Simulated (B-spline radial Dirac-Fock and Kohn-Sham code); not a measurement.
How the settings move the core levels of S⁶⁺

ΔSCF core binding energies without Breit or QED terms, calculated with a radial B-spline solver. Keys: rel is the Hamiltonian (dirac, or spin-free x2c and nr, where L3 and M5 stand for the whole 2p and 3d shells), method is hf or an exchange,correlation pair (spin-unpolarised, also for the hole states), nuc the nuclear model, radius_factor scales its radius, rmax is the box in bohr, h the logarithmic mesh step, order the B-spline order, points the quadrature points per cell, c_factor scales the speed of light, and damp, ndamp, maxit and tol steer the iteration. The run stops when the commutator error falls below 10·tol·max(1, Z/10), or the numerical noise floor, and the energy has settled to about 1e-8 Ha; the virial ratio is −V/T.

Base input:

```json
{"items": [{"Z": 16, "q": 6, "cfg": [[1, 0, 2], [2, 0, 2], [2, 1, 6]], "A": 32, "rrms": 3.2611, "do": "settings", "holes": ["K", "L3", "M5"],
  "settings": [{"rel": "dirac", "method": "hf", "nuc": "fermi", "radius_factor": 1.0, "rmax": 45.0, "h": 0.3, "order": 8, "points": 10, "c_factor": 1.0, "maxit": 60, "damp": 0.5, "ndamp": 3, "tol": 1e-08}]}]}
```

The ground state converged in 9 iterations, with total energy -388.66932 Ha, virial ratio 1.99431 and highest orbital energy -282.52 eV. ΔSCF binding energies: K (1s) 2597.6 eV, L3 (2p3/2) 279.4 eV. Holes are computed only in closed shells, and unreliable hole states are left out.

Changes from the base run:

```
                            changed setting  Δ total energy (Ha)  Δ K (eV)  Δ L3 (eV)  iterations
                            method = "b88,"             +0.03132    +13.38      +1.34           9
        h = 0.22; order = 6; c_factor = 5.0                    ?         ?          ?           ?
                                rmax = 80.0              0.00000      0.00       0.00           9
method = "b88,"; c_factor = 5.0; damp = 0.0             +1.10471     +4.97      +1.63           8
                                   h = 0.22              0.00000      0.00       0.00           8
                                  order = 6              0.00000      0.00       0.00           9
                        radius_factor = 0.8             -0.00013      0.00       0.00           8
```

Task: What does the change h = 0.22; order = 6; c_factor = 5.0 do?

Result: The total energy moves by +1.06114 Ha and the binding energies by K -8.26 eV, L3 +0.28 eV; the run takes 8 iterations.
